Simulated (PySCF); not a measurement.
# Assignment exercise: C₃H₆Cl₂OSi

Cartesian coordinates in Å; atom numbers follow the order of the lines, from 1:
```xyz
13

C     2.332   -0.595   -0.033
C     1.428   -0.260   -0.939
O     0.132    0.089   -0.751
C    -0.360    0.093    0.581
Si   -2.196    0.609    0.455
Cl   -3.216   -0.806   -0.533
Cl   -2.912    0.807    2.332
H     3.328   -0.849   -0.340
H     2.129   -0.633    1.022
H     1.655   -0.228   -1.996
H     0.221    0.795    1.191
H    -0.235   -0.903    1.028
H    -2.312    1.881   -0.242
```

No solvent, a single conformation, no relativistic terms, rapidly exchanging positions averaged. Coordinates at the GFN2-xTB level; NMR shieldings at PBE0/pcSseg-1/GIAO; PySCF.

References, each an isolated molecule treated in the same way: ¹³C (σref 186.93) and ¹H (σref 31.72) vs TMS.

Question: Assign these signals to the numbered atoms. ¹³C{¹H} NMR (computed): δ 161.7, 87.6, 63.8.

Answer: 
161.7 → C2, alkene carbon bearing oxygen: an sp2 carbon further deshielded by the attached heteroatom
87.6 → C1, β carbon of an enol-ether or enamine type C=C: the O or N lone pair pushes π density onto this β carbon and shields it
63.8 → C4, sp3 CH2 bonded to O and Si: deshielded by the electronegative neighbour

Question: Assign these signals to the numbered atoms. ¹H NMR (400 MHz, computed): δ 6.83 (m, 1H), 5.83 (t, 1H), 4.25 (m, 1H), 4.15 (m, 1H), 3.54 (d, 2H).

Answer: 
```tsv
δ (ppm)	atoms	environment	reason
6.83	H10	hydrogen on an alkene carbon bearing oxygen	olefinic region
5.83	H13	hydrogen on a silicon bonded to C, 2 Cl	–
4.25	H8	hydrogen on a β carbon of an enol-ether or enamine type C=C	lone-pair donation from O or N shields it, upfield of ordinary alkene protons
4.15	H9	hydrogen on a β carbon of an enol-ether or enamine type C=C	–
3.54	H11/H12	hydrogen on an sp3 CH2 bonded to O and Si	its carbon carries O, hence the downfield position
```

H8 and H9 lie closer than the usual error of such a calculation, so a measured spectrum could show them in the other order.

Shifts are as computed. Against solution values, carbons near 30 ppm lie about +3 ppm off and those near 130 ppm about +5 ppm. Of 1211 compounds with measured shifts, 218 miss one by over three times the rms of a fit or turn the order of signals round; such compounds aren't used in these exercises. Multiplicities follow the n + 1 count of equivalent neighbours, as no J values were calculated; m marks all less simple cases, F and P coupling included.
